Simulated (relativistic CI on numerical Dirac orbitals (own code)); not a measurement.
# Hyperfine structure of Zr²⁸⁺, mass number 91

Calculated at this level of theory: Dirac-Coulomb-Breit CI, separate exchange-only KLI orbitals for each configuration, QED by a radiative potential, unscaled Slater integrals (own radial code, finite nucleus).

CI space (outside the closed core [Ne]): 3s2, 3s 3p, 3p2, 3s 3d, 3d2, 3p 3d, 3p 4s, 3d 4s, 3s 4s, 3s 4p, 3s 4d, 3s 4f, 3s 5s, 3s 5p, 3s 5d, 4s2. Levels of other configurations are missing.

Nuclear spin I = 5/2, μ = -1.3022 μN, Q = -0.176 b (tables of Stone and Pyykkö). The electronic factors are computed for point nuclear moments, without core polarisation or the Bohr-Weisskopf and QED corrections.

| Level | E (eV) | A (GHz) | B (GHz) |
| --- | --- | --- | --- |
| 3s 3p 3P°_1 | 60.245 | -138.4 | 3.48 |
| 3s 3p 3P°_2 | 76.880 | -72.59 | -8.48 |
| 3s 3p 1P°_1 | 97.145 | 21.53 | -7.59 |
| 3p2 1D_2 | 150.211 | -26.98 | -8.07 |
| 3p2 3P_1 | 151.056 | 2.572 | -4.24 |
| 3p2 3P_2 | 169.330 | -15.15 | 3.46 |
| 3s 3d 3D_1 | 175.707 | 54.43 | -0.696 |
| 3s 3d 3D_2 | 177.288 | -26.9 | -1.1 |

Levels with J = 0, under 50 % of one LS term, or S terms without an open s electron are left out. Small factors come from cancelling terms and can be off by tens of per cent or more.

At this charge energies of transitions that change n are usually good to better than 1 %, and those within a shell (Δn = 0) to a few per cent.

Task: Give the hyperfine levels of 3s 3p 3P°_1 relative to its centre of gravity.

Result: With K = F(F + 1) − I(I + 1) − J(J + 1), E = AK/2 + B[¾K(K + 1) − I(I + 1)J(J + 1)]/[2I(2I − 1)J(2J − 1)]: F = 3/2: 486.9, F = 5/2: 135.6, F = 7/2: -345.2 GHz.

LS names give the leading component of a level, which can be under half, so a name can repeat, a term be missing and a line seem to break the LS rules.
